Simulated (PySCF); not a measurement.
Stepwise substitution at one centre (Sn F-C2H5). Gas-phase values, no solvent. One relaxed conformer stands for each flexible species; it need not be the lowest. Strings in code marks are SMILES.

These are PBE-D3(BJ)/def2-TZVP // PBE0-D4/def2-SVP run with PySCF 2.14.0 values and carry that method's errors. All candidates: neutral, multiplicity 1. Excitations are Tamm–Dancoff values on a coarser integration grid. The basis has no diffuse functions, so Rydberg states are missing or too high.

```
Quantity                 Value
-------------------  ---------
HOMO                 -10.22 eV
S1 excitation (TDA)    5.44 eV
LUMO                  -4.91 eV
```

**Question.** Identify which member has these values.
A. `C[CH2][Sn]([F])([F])[F]`
B. `C[CH2][Sn]([CH2]C)([CH2]C)[CH2]C`
C. `C[CH2][Sn]([F])([F])[CH2]C` (C–C–Sn–F torsion 17°, F–Sn–C–C torsion 46°)
D. `[F][Sn]([F])([F])[F]`

**Answer.** D, `[F][Sn]([F])([F])[F]`. The others give `C[CH2][Sn]([F])([F])[F]`: -8.13 eV, 6.09 eV, -2.95 eV; `C[CH2][Sn]([CH2]C)([CH2]C)[CH2]C`: -5.85 eV, 5.73 eV, -0.24 eV; `C[CH2][Sn]([F])([F])[CH2]C` (C–C–Sn–F torsion 17°, F–Sn–C–C torsion 46°): -6.76 eV, 6.06 eV, -1.50 eV
